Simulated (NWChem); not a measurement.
# C$_{3}$H$_{4}$F$_{2}$Si; SMILES FC([SiH3])(F)C#C

All runs: NWChem. Pople sets run with spherical d functions. Structure relaxed at the PBE-D3(BJ)/def2-SVP level. Level: PBE0/6-31G* with SMD (1 M gas to 1 M solution), gas-phase geometry. Reactions with the solvent are ignored.

### Question
Predict the results for solvent 1-propanol. Quantities: solvation free energy (kcal/mol); cavity-dispersion-structure term (kcal/mol); dipole in solution (D).

### Answer
```json
{
  "solvation free energy (kcal/mol)": "-1.8",
  "cavity-dispersion-structure term (kcal/mol)": "2.0",
  "dipole in solution (D)": "2.71"
}
```
